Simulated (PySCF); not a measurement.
Hf(I)2(NH2)2 (H₄HfI₂N₂), SMILES [NH2][Hf]([NH2])([I])[I], multiplicity 1.

The structure is a stationary point at B3LYP-D3(BJ)/def2-SVP. The spin state was assumed, not searched. The def2 effective core potentials stand for the cores of Hf, I; spin–orbit coupling is left out. The values are those of a single conformer.

Calculation: TDDFT-B3LYP/def2-SVPD (PySCF 2.14.0).

Vertical excitations.  State labels are in the subgroup Cs.

```
state  symmetry  energy (eV)  λ (nm)      f                                                                main pairs
-----  --------  -----------  ------  -----  ------------------------------------------------------------------------
S1           A'         4.35     285  0.003                                                            HOMO→LUMO 98 %
S2           A"         4.49     276  0.015                                                          HOMO→LUMO+1 77 %
S3           A"         4.70     264  0.002                                      HOMO−2→LUMO 54 %, HOMO−1→LUMO+1 37 %
S4           A'         4.74     261  0.013                                                          HOMO−1→LUMO 89 %
S5           A'         4.78     259  0.001                                                        HOMO−2→LUMO+1 98 %
S6           A"         4.88     254  0.002                                                          HOMO−3→LUMO 83 %
S7           A"         4.91     253  0.085  HOMO−1→LUMO+1 41 %, HOMO−2→LUMO 19 %, HOMO→LUMO+1 15 %, HOMO−5→LUMO 11 %
S8           A'         5.14     241  0.015                                      HOMO−3→LUMO+1 71 %, HOMO−4→LUMO 19 %
S9           A"         5.18     239  0.010                       HOMO−5→LUMO 58 %, HOMO→LUMO+2 24 %, HOMO−2→LUMO 9 %
S10          A"         5.24     237  0.017                    HOMO→LUMO+2 59 %, HOMO−5→LUMO 15 %, HOMO−4→LUMO+1 14 %
T1           A'         4.26     291      0                                                            HOMO→LUMO 96 %
T2           A"         4.27     291      0                                                          HOMO→LUMO+1 96 %
T3           A'         4.45     279      0                                                          HOMO−1→LUMO 87 %
T4           A"         4.49     276      0                                      HOMO−2→LUMO 59 %, HOMO−1→LUMO+1 30 %
```
Triplets are in the Tamm–Dancoff approximation, which puts them higher than full response would, so one can lie above its singlet here.
